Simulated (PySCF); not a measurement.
Isomers of C4H5FOSi.

All values: PBE0/6-31G (PySCF) at PBE0-D3(BJ)/def2-SVP geometries, gas phase, one conformer each.

(1) Rank by the lowest IAO charge on any atom, highest value first.
A. `[CH:1]#[C:2][C:3](=[CH2:4])[O:5][SiH2:6][F:7]` with C2–C3–O5–Si6 176°, C3–O5–Si6–F7 -178°
B. `O=C1CC=C(F)[SiH2]1`
C. `[OH:1][Si@@H:2]1[CH:3]=[CH:4][CH:5]=[C:6]1[F:7]` with H–O1–Si2–C3 46°
D. `O=C1CC(F)=C[SiH2]1`

(2) Rank by LUMO energy, highest first.
A. `[CH:1]#[C:2][C:3](=[CH2:4])[O:5][SiH2:6][F:7]` with C2–C3–O5–Si6 176°, C3–O5–Si6–F7 -178°
B. `C1[SiH2]C(CC=1F)=O`
C. `[OH:1][Si@@H:2]1[CH:3]=[CH:4][CH:5]=[C:6]1[F:7]` with H–O1–Si2–C3 46°

Answers

(1) B (-0.336 e), D (-0.482 e), A (-0.542 e), C (-0.729 e).

(2) A (-0.56 eV), B (-1.31 eV), C (-1.70 eV).

All values together:

| SMILES | μ (D) | HOMO (eV) | LUMO (eV) | lowest IAO charge (e) | highest IAO charge (e) | lowest Hirshfeld charge (e) | highest Hirshfeld charge (e) |
| --- | --- | --- | --- | --- | --- | --- | --- |
| O=C1CC(F)=C[SiH2]1 | 1.54 | -6.94 | -1.31 | -0.482 (C) | +0.557 (Si) | -0.216 (O) | +0.297 (Si) |
| C#CC(=C)O[SiH2]F | 2.73 | -6.88 | -0.56 | -0.542 (O) | +1.127 (Si) | -0.225 (O) | +0.515 (Si) |
| O[Si@@H]1C=CC=C1F | 2.92 | -6.65 | -1.70 | -0.729 (O) | +0.973 (Si) | -0.323 (O) | +0.400 (Si) |
| C#C[Si@@H](O)C(=C)F | 1.69 | -7.70 | -0.67 | -0.739 (O) | +1.001 (Si) | -0.328 (O) | +0.424 (Si) |
| O=C1CC=C(F)[SiH2]1 | 1.37 | -6.91 | -1.38 | -0.336 (O) | +0.522 (Si) | -0.216 (O) | +0.292 (Si) |

Conformers: `[CH:1]#[C:2][C:3](=[CH2:4])[O:5][SiH2:6][F:7]` with C2–C3–O5–Si6 176°, C3–O5–Si6–F7 -178°; `[OH:1][Si@@H:2]1[CH:3]=[CH:4][CH:5]=[C:6]1[F:7]` with H–O1–Si2–C3 46°; `[CH:1]#[C:2][Si@@H:3]([OH:4])[C:5](=[CH2:6])[F:7]` with C2–Si3–O4–H 35°, C2–Si3–C5–C6 123°.
